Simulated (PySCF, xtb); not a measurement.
Si(H)3(NHiPr) (C3H11NSi), SMILES CC(C)N[SiH3]. The values are those of a single conformer.

Harmonic wavenumbers (cm⁻¹) from GFN2-xTB (xtb) at its own minimum, in rising order: 51, 145, 198, 214, 263, 348, 371, 408, 497, 579, 616, 772, 789, 820, 836, 924, 941, 976, 1041, 1124, 1158, 1215, 1295, 1321, 1376, 1400, 1414, 1486, 1493, 1496, 1505, 2156, 2236, 2262, 2792, 3022, 3033, 3037, 3039, 3044, 3047, 3443.

Q: What does PySCF 2.14.0 with PBE0-D3(BJ)/def2-SVP give at its own minimum? (An estimate is asked for; the answer gives what the named calculation found.)

A: 59, 150, 192, 255, 294, 346, 379, 407, 496, 672, 711, 815, 887, 922, 925, 952, 965, 997, 1037, 1134, 1168, 1227, 1330, 1361, 1374, 1397, 1427, 1456, 1465, 1471, 1481, 2175, 2224, 2238, 2961, 3047, 3050, 3139, 3141, 3155, 3160, 3629. Paired by order, the mean absolute difference is 43 cm⁻¹ and the zero-point energies are 83.2 and 85.3 kcal/mol.
